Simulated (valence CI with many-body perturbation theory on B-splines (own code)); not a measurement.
## Energy levels of Cl3+

Computed by relativistic CI+MBPT: four valence electrons over a frozen Dirac-Fock core [Ne], a basis of 11 s, 11 p, 9 d, 7 f, 5 g, 2 h, 1 i functions for each j, with the one-electron correlation potential Σ1 (screened to all orders), the two-electron term Σ2, the three-electron term Σ3, Breit, model QED; selected single and double excitations, second order for the rest, scaled by the run's own slope (own B-spline code, finite nucleus).

Set against measurement, 21 paired levels are off by 44 cm⁻¹ on average, the worst by 187. These come from a selection out of Moore, Atomic Energy Levels, vol. I, NSRDS-NBS 35 (1971 reprint of NBS Circular 467, 1949), an old analysis. Levels without a partner in it may be off by more. Among the levels kept, up to 320 cm⁻¹ of a level comes from second order outside the variational space, and about a tenth of that is noise between levels of different J, which matters for small intervals.

Levels 46 to 65 of 65, with energies above the lowest level, 3s2 3p2 3P_0. "Leading %" is the weight of the configuration and term that name the level; weights of strongly mixed levels are sums over their largest components and can fall short. In the jj column 3d3/2^4 stands for four electrons in 3d with j = 3/2. Lifetimes count E1, E2, E3, M1 and M2 decay at the calculated energies, and are blank where another channel may lead or the interval is too uncertain; long ones can be off by a factor of two.

| No. | Configuration | Term | J | E (eV) | Leading % | Second component | Leading jj | Lifetime |
| --- | --- | --- | --- | --- | --- | --- | --- | --- |
| 46 | 3s2 3p 4p | 1P | 1 | 30.347 | 89 |  | 3s^2 3p1/2 4p1/2 (38 %) | 862 ps |
| 47 | 3s 3p2 3d | 3F | 2 | 30.513 | 89 | 8 % 3s2 3d2 3F | 3s 3p1/2 3p3/2 3d3/2 (38 %) | 13.3 ns |
| 48 | 3s 3p2 3d | 3F | 3 | 30.550 | 89 | 8 % 3s2 3d2 3F | 3s 3p1/2 3p3/2 3d3/2 (34 %) | 14.2 ns |
| 49 | 3s 3p2 3d | 3F | 4 | 30.602 | 88 | 8 % 3s2 3d2 3F | 3s 3p3/2^2 3d5/2 (47 %) | 15.8 ns |
| 50 | 3s2 3p 4p | 3D | 1 | 30.691 | 89 |  | 3s^2 3p1/2 4p1/2 (52 %) | 692 ps |
| 51 | 3s2 3p 4p | 3D | 2 | 30.747 | 92 |  | 3s^2 3p1/2 4p3/2 (54 %) | 686 ps |
| 52 | 3s2 3p 4p | 3D | 3 | 30.863 | 92 |  | 3s^2 3p3/2 4p3/2 (92 %) | 683 ps |
| 53 | 3s2 3p 4p | 3P | 0 | 31.168 | 91 |  | 3s^2 3p1/2 4p1/2 (66 %) | 597 ps |
| 54 | 3s2 3p 4p | 3P | 1 | 31.200 | 85 | 6 % 3s2 3p 4p 3S | 3s^2 3p1/2 4p3/2 (56 %) | 597 ps |
| 55 | 3s2 3p 4p | 3P | 2 | 31.283 | 91 |  | 3s^2 3p3/2 4p3/2 (54 %) | 591 ps |
| 56 | 3s2 3p 4p | 3S | 1 | 31.409 | 87 | 6 % 3s2 3p 4p 3P | 3s^2 3p3/2 4p1/2 (45 %) | 640 ps |
| 57 | 3s2 3p 4p | 1D | 2 | 31.910 | 92 |  | 3s^2 3p3/2 4p3/2 (38 %) | 875 ps |
| 58 | 3s 3p2 3d | 5P | 3 | 31.968 | 97 |  | 3s 3p1/2 3p3/2 3d5/2 (50 %) | 56.0 ps |
| 59 | 3s 3p2 3d | 5P | 2 | 32.011 | 97 |  | 3s 3p1/2 3p3/2 3d3/2 (27 %) | 55.7 ps |
| 60 | 3s 3p2 3d | 5P | 1 | 32.038 | 97 |  | 3s 3p3/2^2 3d3/2 (48 %) | 55.5 ps |
| 61 | 3s2 3p 4p | 1S | 0 | 32.510 | 44 | 24 % 3p4 1S | 3s^2 3p3/2 4p3/2 (32 %) | 2.47 ns |
| 62 | 3s2 3p 4p | 1S | 0 | 33.269 | 48 | 26 % 3p4 1S | 3s^2 3p3/2 4p3/2 (34 %) | 468 ps |
| 63 | 3s 3p2 3d | 3P | 2 | 33.508 | 60 | 29 % 3p4 3P | 3s 3p1/2 3p3/2 3d5/2 (39 %) | 90.5 ps |
| 64 | 3s 3p2 3d | 3P | 1 | 33.595 | 59 | 29 % 3p4 3P | 3p1/2 3p3/2^3 (29 %) | 90.0 ps |
| 65 | 3s 3p2 3d | 3P | 0 | 33.644 | 59 | 29 % 3p4 3P | 3s 3p3/2^2 3d3/2 (24 %) | 90.8 ps |

Names give the largest LS component (configuration and term), which can be under half, so a name can repeat, a term be missing and a line seem to break the LS rules; names also repeat where a configuration has a term twice.
